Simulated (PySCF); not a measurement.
B(H)2(NHMe), SMILES BNC, singlet (CAM-B3LYP/def2-SVP optimised geometry):

```
9

B     -1.163    -0.505     0.000
H     -1.746    -1.562     0.000
H     -1.752     0.550     0.000
N      0.222    -0.505     0.000
C      1.101     0.644     0.000
H      0.710    -1.395     0.000
H      1.752     0.661    -0.891
H      1.752     0.661     0.890
H      0.500     1.562     0.000
```

Calculation: CAM-B3LYP/def2-TZVP (PySCF 2.14.0).

Question: What are the frontier orbital energies and the dipole moment?

Answer: HOMO-2 -11.95 eV, HOMO-1 -10.34 eV, HOMO -9.29 eV, LUMO 1.25 eV, LUMO+1 1.79 eV; dipole moment 2.06 D.

On the same geometry PBE/def2-TZVP (PySCF) gives HOMO-2 -8.93 eV, HOMO-1 -7.40 eV, HOMO -6.62 eV, LUMO -0.70 eV, LUMO+1 0.25 eV; dipole moment 2.21 D.

Meta-Löwdin charges at CAM-B3LYP/def2-TZVP: B1 -0.07, H2 -0.01, H3 -0.01, N4 -0.27, C5 -0.22, H6 0.23, H7 0.11, H8 0.11, H9 0.12.
